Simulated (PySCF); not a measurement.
# A small calculation by hand: chemical shift, span and skew from a shielding tensor

Si(H)(Cl)2(NH2) (Cl2H3NSi), SMILES Cl[SiH](N)Cl. Atoms are numbered in the order given.

```xyz
7

Si     0.4827     0.3224     0.0517
N      0.0094     1.9564    -0.2002
Cl    -0.4285    -0.6317     1.6707
Cl    -0.0519    -0.7388    -1.6444
H      1.9542     0.2663     0.2837
H      0.3337     2.6670     0.4618
H     -0.9438     2.1565    -0.5151
```
Charge 0, spin multiplicity 1.

Geometry: PBE-D3(BJ)/def2-SVP. The values are those of a single conformer.

GIAO shieldings from B3LYP/pcSseg-1 run with PySCF, non-relativistic, no solvent. The symmetric part of the tensor of N2 has the principal values 186.5, 203.5, 243.3 ppm. The same nucleus in NH3 has σ = 265.5 ppm at this level (PySCF, at its B3LYP-D3(BJ)/def2-TZVP geometry). Without spin–orbit terms, shifts of atoms bonded to Cl or Br come out too high.

Q: Work out the isotropic shielding, the ¹⁵N shift against NH3, the span and the skew.

A: 
σ(iso) = (σ11 + σ22 + σ33)/3 = 211.1 ppm. δ = σ(ref) − σ(iso) = 265.5 − (211.1) = 54.4 ppm.
Span Ω = σ33 − σ11 = 56.8 ppm. Skew κ = 3(σ(iso) − σ22)/Ω = 0.40. Tumbling in solution averages the tensor to δ; in a static solid the shielding alone would spread this spin-1/2 line over Ω.
